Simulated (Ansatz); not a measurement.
`C[O][SnH2][F]` and `C[NH][SnH2][O]C` differ in one atom or group.

Ansatz, PBE0-D4/def2-TZVP geometries, multiplicity 1. Each molecule was computed in one conformer, which needn't be the lowest.

Elements past krypton have def2 core potentials.

```csv
property,`C[O][SnH2][F]`
HOMO–LUMO gap (ωB97M-V/def2-TZVPP) / eV,11.48
LUMO energy (ωB97M-V/def2-TZVPP) / eV,1.03
HOMO energy (PBE0/def2-TZVPP) / eV,-8.04
LUMO energy (PBE0/def2-TZVPP) / eV,-0.55
size of the dipole moment (ωB97M-V/def2-TZVPP) / D,2.39
size of the dipole moment (PBE/def2-TZVPP) / D,2.21
```

Task: What does the change do to each property? (Best estimate.)

Result: Computed: 
```json
{"property": "HOMO–LUMO gap (ωB97M-V/def2-TZVPP) / eV", "`C[NH][SnH2][O]C`": "10.34", "shift": "-1.14"}
{"property": "LUMO energy (ωB97M-V/def2-TZVPP) / eV", "`C[NH][SnH2][O]C`": "1.35", "shift": "0.32"}
{"property": "HOMO energy (PBE0/def2-TZVPP) / eV", "`C[NH][SnH2][O]C`": "-6.65", "shift": "1.39"}
{"property": "LUMO energy (PBE0/def2-TZVPP) / eV", "`C[NH][SnH2][O]C`": "-0.01", "shift": "0.54"}
{"property": "size of the dipole moment (ωB97M-V/def2-TZVPP) / D", "`C[NH][SnH2][O]C`": "2.12", "shift": "-0.27"}
{"property": "size of the dipole moment (PBE/def2-TZVPP) / D", "`C[NH][SnH2][O]C`": "1.99", "shift": "-0.22"}
```

With PBE0 the HOMO rises by 1.39 eV and the LUMO rises by 0.54 eV, so the gap narrows by about 0.85 eV. PBE moves the HOMO by 1.17 eV and ωB97M-V by 1.46 eV. Dipoles are sizes alone; their direction can turn.
